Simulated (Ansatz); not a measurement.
`c1ccc(-c2ccc(-c3ccc(-c4ccc(-c5ccccc5)cc4)cc3)cc2)cc1`. Charge 0, multiplicity 3. Geometry r2SCAN-D4/def2-SVP, that of the neutral singlet; atoms count from 1.

```xyz
52

C     6.4956   -2.0622    7.4021
C     5.1214   -2.0238    7.6598
C     4.2202   -1.7378    6.6331
C     4.6718   -1.4833    5.3233
C     3.7168   -1.1802    4.2349
C     4.0408   -0.2679    3.2124
C     3.1412    0.0191    2.1890
C     1.8751   -0.5954    2.1360
C     0.9213   -0.2926    1.0492
C     0.0482   -1.2774    0.5478
C    -0.8501   -0.9921   -0.4769
C    -0.9212    0.2924   -1.0501
C    -1.8750    0.5953   -2.1368
C    -1.5591    1.5231   -3.1485
C    -2.4585    1.8091   -4.1724
C    -3.7168    1.1801   -4.2351
C    -4.6718    1.4834   -5.3231
C    -4.7742    2.7838   -5.8548
C    -5.6754    3.0697   -6.8815
C    -6.4956    2.0625   -7.4005
C    -6.4054    0.7662   -6.8828
C    -5.5041    0.4797   -5.8562
C    -4.0329    0.2520   -3.2244
C    -3.1342   -0.0330   -2.1997
C    -0.0486    1.2774   -0.5479
C     0.8509    0.9918    0.4756
C     1.5520   -1.5094    3.1577
C     2.4503   -1.7932    4.1832
C     6.0585   -1.5257    5.0794
C     6.9591   -1.8117    6.1065
H     7.2016   -2.2864    8.2068
H     4.7479   -2.2068    8.6719
H     3.1499   -1.6821    6.8528
H     5.0097    0.2398    3.2310
H     3.4326    0.7208    1.4019
H     0.1030   -2.2961    0.9422
H    -1.4850   -1.7917   -0.8693
H    -0.5744    1.9997   -3.1530
H    -2.1662    2.5065   -4.9631
H    -4.1572    3.5849   -5.4365
H    -5.7458    4.0898   -7.2714
H    -7.2019    2.2867   -8.2051
H    -7.0341   -0.0319   -7.2893
H    -5.4214   -0.5435   -5.4774
H    -5.0172   -0.2258   -3.2221
H    -3.4282   -0.7289   -1.4085
H    -0.1040    2.2961   -0.9422
H     1.4861    1.7914    0.8674
H     0.5702   -1.9919    3.1580
H     2.1722   -2.5202    4.9519
H     6.4307   -1.3598    4.0641
H     8.0312   -1.8504    5.8906
```

Single mean-field runs in def2-TZVP are fitted with def2-universal-jkfit. At PBE0-D4/def2-TZVP a singlet of charge 0 lies 3.08 eV below the triplet at the same geometry.

Question: Estimate the Mulliken populations of the heavy atoms from the PBE0/def2-TZVP orbitals of Ansatz.

Answer: 
| atom | charge (e) | spin (α − β) |
| --- | --- | --- |
| C1 | -0.11 | 0.07 |
| C2 | -0.12 | -0.03 |
| C3 | -0.22 | 0.06 |
| C4 | 0.14 | -0.04 |
| C5 | 0.20 | 0.23 |
| C6 | -0.21 | -0.07 |
| C7 | -0.21 | 0.14 |
| C8 | 0.16 | 0.01 |
| C9 | 0.20 | 0.40 |
| C10 | -0.22 | 0.07 |
| C11 | -0.22 | 0.08 |
| C12 | 0.19 | 0.39 |
| C13 | 0.16 | 0.02 |
| C14 | -0.21 | 0.15 |
| C15 | -0.22 | -0.07 |
| C16 | 0.21 | 0.24 |
| C17 | 0.14 | -0.04 |
| C18 | -0.22 | 0.06 |
| C19 | -0.12 | -0.03 |
| C20 | -0.11 | 0.07 |
| C21 | -0.12 | -0.03 |
| C22 | -0.22 | 0.06 |
| C23 | -0.22 | -0.07 |
| C24 | -0.21 | 0.15 |
| C25 | -0.22 | 0.08 |
| C26 | -0.22 | 0.07 |
| C27 | -0.21 | 0.14 |
| C28 | -0.21 | -0.07 |
| C29 | -0.22 | 0.06 |
| C30 | -0.12 | -0.03 |
Mulliken values and Mayer orders depend strongly on the basis.

Question: Where does the spin sit?

Answer: Summed by element: C 2.06, H -0.06, of 2 unpaired in all. Largest on single atoms: C9 0.40, C12 0.39, C16 0.24.

Question: And the Mayer bond orders between bonded heavy atoms (over 0.3)?

Answer: C1–C2 1.41 (1.40 Å); C1–C30 1.41 (1.40 Å); C2–C3 1.47 (1.40 Å); C3–C4 1.37 (1.41 Å); C4–C5 0.91 (1.48 Å); C4–C29 1.37 (1.41 Å); C5–C6 1.31 (1.41 Å); C5–C28 1.31 (1.41 Å); C6–C7 1.52 (1.39 Å); C7–C8 1.27 (1.41 Å); C8–C9 1.05 (1.48 Å); C8–C27 1.27 (1.41 Å); C9–C10 1.16 (1.41 Å); C9–C26 1.16 (1.41 Å); C10–C11 1.67 (1.39 Å); C11–C12 1.16 (1.41 Å); C12–C13 1.06 (1.48 Å); C12–C25 1.16 (1.41 Å); C13–C14 1.26 (1.41 Å); C13–C24 1.26 (1.41 Å); C14–C15 1.54 (1.39 Å); C15–C16 1.30 (1.41 Å); C16–C17 0.91 (1.48 Å); C16–C23 1.30 (1.41 Å); C17–C18 1.37 (1.41 Å); C17–C22 1.37 (1.41 Å); C18–C19 1.47 (1.40 Å); C19–C20 1.41 (1.40 Å); C20–C21 1.41 (1.40 Å); C21–C22 1.47 (1.40 Å); C23–C24 1.54 (1.39 Å); C25–C26 1.67 (1.39 Å); C27–C28 1.52 (1.39 Å); C29–C30 1.47 (1.40 Å).
